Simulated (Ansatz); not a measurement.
Species: CAuO (charge +1, singlet). 
Structure (B3LYP-D3(BJ)/def2-TZVP (Ansatz, a quantum-chemistry and plane-wave program) minimum search):
SMILES: [O+]#[C-]->[Au+]
```xyz
3

Au     0.0000     0.0000    -0.3897
O      0.0000     0.0000     2.6769
C      0.0000     0.0000     1.5619
```
Charge +1, spin multiplicity 1.

Basis-set convergence of Hartree-Fock and CCSD correlation energies (hartree) with Ansatz. Correlated levels leave the core frozen unless marked. Spin-orbit coupling is left out. Frozen are the shells of the preceding noble gas and the d and f shells that filled before the atom's block. Past Kr the def2 sets carry scalar-relativistic core potentials.

```csv
basis,functions,E(HF),"E(corr, CCSD)"
def2-SVPD,78,-247.17816,-0.54275
def2-TZVPPD,136,-247.32117,-0.69513
def2-QZVPPD,217,-247.32636,-0.73395
```

Extrapolating the two largest sets (X = 3 and 4) as X^-3: E(corr) = (64·(-0.73395) - 27·(-0.69513))/37 = -0.7623 Eh, an estimate of the basis-set limit. The largest set recovers 96.3 % of it, the smallest 71.2 %.
